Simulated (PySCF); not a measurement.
OP, SMILES O=[P], multiplicity 2. Atoms are numbered in the order given.

```xyz
2

P      0.0000     0.0000    -0.5126
O      0.0000     0.0000     0.9611
```
Charge 0, spin multiplicity 2.

Coordinates come from a PBE0-D3(BJ)/def2-TZVPD optimisation.

Two levels are set side by side: PBE/pcH-1 (PySCF) and B3LYP/pcH-1 (PySCF). Contact hyperfine couplings, same geometry. Differences are taken from unrounded values.

```csv
quantity,PBE
"A(iso) of 31P, atom P1 (MHz)",-56.9
"A(iso) of 17O, atom O2 (MHz)",-12.0
```

**Question.** These are the PBE values. What does B3LYP give? (The exact figures need the calculation; the answer reports its results.)

**Answer.** 
```json
[
 {"quantity": "A(iso) of 31P, atom P1 (MHz)", "B3LYP": "23.8", "PBE minus B3LYP": "-80.7"},
 {"quantity": "A(iso) of 17O, atom O2 (MHz)", "B3LYP": "-23.8", "PBE minus B3LYP": "11.7"}
]
```

Rough cost on one machine, each run with all the roots and properties that it gave: B3LYP against PBE within a factor of 2.
